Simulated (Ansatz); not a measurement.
**Redistribution: C3H7Br + C4H9I → C3H7I + C4H9Br**

Species: C3H7Br (1-bromopropane) `CCCBr`, singlet; C4H9I (tert-butyl iodide) `CC(C)(C)I`, singlet; C3H7I `CCCI`, singlet; C4H9Br (2-bromo-2-methylpropane) `CC(C)(C)Br`, singlet. The partners trade Br for I; both sit on C, so the bond types are kept.

Shapes, held fixed at every level: PBE0-D4/def2-TZVP. Flexible molecules stand in one conformer, not always the lowest. Programs: Ansatz 0.2.0. Electronic energies: no zero-point or thermal term.

| level | kind | ΔE (kJ/mol) | less CCSD(T)/def2-TZVPP |
| --- | --- | --- | --- |
| HF/def2-TZVPP | Hartree–Fock | -6.8 | -2.3 |
| PBE-D4/def2-TZVPP | GGA | -4.3 | +0.2 |
| B3LYP-D4/def2-TZVPP | global hybrid | -4.5 | 0.0 |
| wB97M-V/def2-TZVPP | range-separated hybrid | -5.6 | -1.1 |
| wB97X-V/def2-TZVPP | range-separated hybrid | -5.7 | -1.2 |
| B2PLYP/def2-TZVPP | double hybrid | -5.0 | -0.5 |
| MP2/def2-TZVPP | perturbation theory | -3.2 | +1.3 |
| CCSD(T)/def2-TZVPP | coupled cluster or CI | -4.5 | 0.0 |

The highest level, CCSD(T)/def2-TZVPP, gives ΔE = -4.5 kJ/mol; the levels span -6.8 to -3.2. The column of differences is taken from that level and isn't an error. No measured value is set beside it here. For atoms past krypton def2 sets carry core potentials with scalar relativity. Relativity is left out for Br unless named. Correlated rows may include outer-core shells of Br, I, which these sets cover unevenly.
